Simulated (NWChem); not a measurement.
**Ionisation of O2Si (-1)**

```
Si
O 1 1.5920
O 1 1.5920 2 136.24
```
Charge -1, spin multiplicity 2.

Everything below was run with NWChem. All single points use one geometry, from UPBE/def2-SVP, a minimum by its harmonic frequencies.

Basis set: def2-TZVPD. −ε marks an orbital energy of the parent.

B3LYP has NWChem's definition, with VWN1-RPA local correlation. This spin state was chosen for the runs; another may lie lower. The structure started from a generated list of species. The unpaired electrons of the parent sit in orbitals of symmetry a1 (C2v labels of the run); other states weren't searched. The anion's geometry comes from a basis without diffuse functions. No SCF solution was tested for a lower state.

**Question.** One of these methods gave a first vertical ionisation energy of 1.97 eV. Which?
A. −ε(alpha HOMO) of BHandHLYP
B. −ε(alpha HOMO) of B3LYP
C. −ε(alpha HOMO) of PBE
D. −ε(alpha HOMO) of r2SCAN

**Answer.** A, −ε(alpha HOMO) of BHandHLYP. The others give 0.65 (−ε(alpha HOMO) of B3LYP), -0.30 (−ε(alpha HOMO) of PBE), -0.02 (−ε(alpha HOMO) of r2SCAN).
